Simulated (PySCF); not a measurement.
Ligands exchanged one at a time, Ga OH-SiH3. Isolated molecules, 0 K electronic values unless said otherwise. One relaxed conformer stands for each flexible species; it need not be the lowest. Strings in code marks are SMILES.

The HOMO–LUMO gap from two functionals at the same geometries (PBE0-D3(BJ)/def2-TZVP), both in PySCF: PBE-D3(BJ)/def2-TZVP and TPSSh-D3(BJ)/def2-TZVP. 

```tsv
species	PBE-D3(BJ)/def2-TZVP (eV)
0 of 3 OH replaced by SiH3 (`[OH][Ga]([OH])[OH]`)	5.38
1 of 3 OH replaced by SiH3	5.06
2 of 3 OH replaced by SiH3	3.55
3 of 3 OH replaced by SiH3 (`[SiH3][Ga]([SiH3])[SiH3]`)	2.92
```

Question: What does TPSSh-D3(BJ)/def2-TZVP give for each?

Answer: 
- 0 of 3 OH replaced by SiH3 (`[OH][Ga]([OH])[OH]`): 6.73
- 1 of 3 OH replaced by SiH3: 6.14
- 2 of 3 OH replaced by SiH3: 4.45
- 3 of 3 OH replaced by SiH3 (`[SiH3][Ga]([SiH3])[SiH3]`): 3.81
Over these rows, drawn at random from the members with no instability flagged (it was tested for open shells, ions and some series alone), PBE minus TPSSh-D3(BJ): mean -1.06 eV, from -1.35 eV to -0.90 eV.
